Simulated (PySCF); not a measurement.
Compound: C5H12NSi (doublet state).
SMILES with atom numbers: `[CH3:1][CH2:2][Si@@H:3]([NH2:4])[C@H:5]1[CH:6][CH2:7]1` (hydrogens: H8, H9, H10 on C1; H11, H12 on C2; H13 on Si3; H14, H15 on N4; H16 on C5; H17 on C6; H18, H19 on C7)

Structure used (GFN2-xTB), in Å, numbered top down from 1:
```
atom  x, y, z in Å
C1    -1.9924    1.3191    0.7722
C2    -1.8431    0.0418   -0.0448
Si3   -0.1609   -0.8069    0.2065
N4    -0.1030   -2.1181   -0.9158
C5     1.2555    0.3474   -0.3012
C6     1.8636    1.2613    0.6505
C7     2.6700    0.1211    0.2246
H8    -1.9074    1.1058    1.8355
H9    -1.2155    2.0318    0.5066
H10   -2.9609    1.7854    0.5957
H11   -1.9778    0.2775   -1.1009
H12   -2.6461   -0.6470    0.2206
H13    0.0138   -1.1734    1.6271
H14   -0.8754   -2.7630   -0.9537
H15    0.7637   -2.6151   -1.0430
H16    1.2010    0.6749   -1.3346
H17    1.5576    1.5782    1.6247
H18    2.8538   -0.7013    0.9099
H19    3.4937    0.2898   -0.4571
```

The hyperfine couplings belong to this conformer and change with its torsions.

Method: UKS B3LYP, pcH-1 on C H N Si, non-relativistic, mean-field spin-orbit, GIAO in PySCF. One conformer (not necessarily the lowest) at the GFN2-xTB geometry, without solvent, vibrations or thermal averaging. The geometry wasn't refined by DFT: couplings that depend on bond lengths, twists or pyramidal angles can differ widely from those at the functional's own minimum. No stability test was run, so a lower SCF solution isn't excluded.

(1) Predict the first-order ENDOR lines of C5, C7, C2, N4, H16, H19, H18, H14/H15, H17 and Si3 under fast tumbling at B = 346.8 mT (X band).

(2) Which pairs are centred on the nuclear Larmor frequency, and which on half the coupling?

(3) At what field would the lower line of H18 fall to zero frequency?

Answers

(1) For S = 1/2 in fast tumbling each set of equivalent nuclei gives two lines, ν± = |νn ± a/2| to first order, with νn = g_N μN B/h and μN/h = 7.62259 MHz/T.

| nuclei | isotope | g_N | νn (MHz) | a_iso (MHz) | lower line (MHz) | upper line (MHz) |
| --- | --- | --- | --- | --- | --- | --- |
| C5 | 13C | 1.4048 | 3.71 | -22.13 | 7.35 | 14.78 |
| C7 | 13C | 1.4048 | 3.71 | -16.17 | 4.37 | 11.80 |
| C2 | 13C | 1.4048 | 3.71 | -0.52 | 3.46 | 3.97 |
| N4 | 14N | 0.4038 | 1.07 | 3.87 | 0.87 | 3.00 |
| H16 | 1H | 5.5857 | 14.77 | 100.78 | 35.62 | 65.15 |
| H19 | 1H | 5.5857 | 14.77 | 70.59 | 20.53 | 50.06 |
| H18 | 1H | 5.5857 | 14.77 | 42.89 | 6.68 | 36.21 |
| H14/H15 | 1H | 5.5857 | 14.77 | 3.09 | 13.22 | 16.31 |
| H17 | 1H | 5.5857 | 14.77 | -0.99 | 14.27 | 15.26 |
| Si3 | 29Si | -1.1106 | 2.94 | -47.55 | 20.84 | 26.71 |

The rows for 13C and 29Si, of low natural abundance, apply to labelled samples.

(2) Centred on νn, since |a| < 2νn: C2, H14/H15 and H17. Centred on |a|/2 and split by 2νn: C5, C7, N4, H16, H19, H18 and Si3.

(3) Where νn = |a|/2, that is B = 21.45 MHz/(5.5857 × 7.62259 MHz/T) = 504 mT, as far as first order holds there.

Nuclei that the bonding pattern makes equivalent are averaged, as if the motion that swaps them (rotation, inversion, ring flip) were fast. The 1H value of +3.1 MHz is a mean of couplings from 0.1 to 6.1 MHz in this one geometry, not an average over conformers.
